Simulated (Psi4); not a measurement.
Method: SAPT0/jun-cc-pVDZ, frozen core in Psi4.

Psi4 input:

```
molecule {
0 1
Cl -0.92407777 -1.48045910 0.00287757
B 0.00012090 0.00003167 0.00091147
Cl -0.82042812 1.54041151 0.00260071
Cl 1.74438499 -0.05998407 -0.00638975
--
0 1
Si -0.75497026 4.98757138 2.40243562
O -1.22977464 6.56811099 2.48638806
H -1.18519878 4.36969021 3.67171794
H 0.71686297 4.86565172 2.25554110
H -1.38989966 4.28585311 1.25913669
H -1.03713230 7.14650269 1.74499312
units angstrom
symmetry c1
no_reorient
no_com
}
set basis jun-cc-pvdz
set scf_type df
set freeze_core true
energy('sapt0')
```

Part of the output:

```
    SAPT Results
  --------------------------------------------------------------------------------------------------------
    Electrostatics                 -0.71334247 [mEh]      -0.44762916 [kcal/mol]      -1.87288039 [kJ/mol]
      Elst10,r                     -0.71334247 [mEh]      -0.44762916 [kcal/mol]      -1.87288039 [kJ/mol]

    Exchange                        1.79947397 [mEh]       1.12918696 [kcal/mol]       4.72451825 [kJ/mol]
      Exch10                        1.79947397 [mEh]       1.12918696 [kcal/mol]       4.72451825 [kJ/mol]
      Exch10(S^2)                   1.79603683 [mEh]       1.12703013 [kcal/mol]       4.71549405 [kJ/mol]

    Induction                      -0.16286497 [mEh]      -0.10219931 [kcal/mol]      -0.42760191 [kJ/mol]
      Ind20,r                      -0.75294108 [mEh]      -0.47247766 [kcal/mol]      -1.97684652 [kJ/mol]
      Exch-Ind20,r                  0.72344938 [mEh]       0.45397134 [kcal/mol]       1.89941610 [kJ/mol]
      delta HF,r (2)               -0.13337327 [mEh]      -0.08369299 [kcal/mol]      -0.35017148 [kJ/mol]

    Dispersion                     -1.15210682 [mEh]      -0.72295794 [kcal/mol]      -3.02485604 [kJ/mol]
      Disp20                       -1.25984071 [mEh]      -0.79056198 [kcal/mol]      -3.30771133 [kJ/mol]
      Exch-Disp20                   0.10773389 [mEh]       0.06760404 [kcal/mol]       0.28285529 [kJ/mol]
      Disp20 (SS)                  -0.62992035 [mEh]      -0.39528099 [kcal/mol]      -1.65385566 [kJ/mol]
      Disp20 (OS)                  -0.62992035 [mEh]      -0.39528099 [kcal/mol]      -1.65385566 [kJ/mol]
      Exch-Disp20 (SS)              0.05264273 [mEh]       0.03303381 [kcal/mol]       0.13821347 [kJ/mol]
      Exch-Disp20 (OS)              0.05509116 [mEh]       0.03457022 [kcal/mol]       0.14464181 [kJ/mol]

  Total HF                          0.92326653 [mEh]       0.57935850 [kcal/mol]       2.42403595 [kJ/mol]
  Total SAPT0                      -0.22884029 [mEh]      -0.14359945 [kcal/mol]      -0.60082009 [kJ/mol]
```
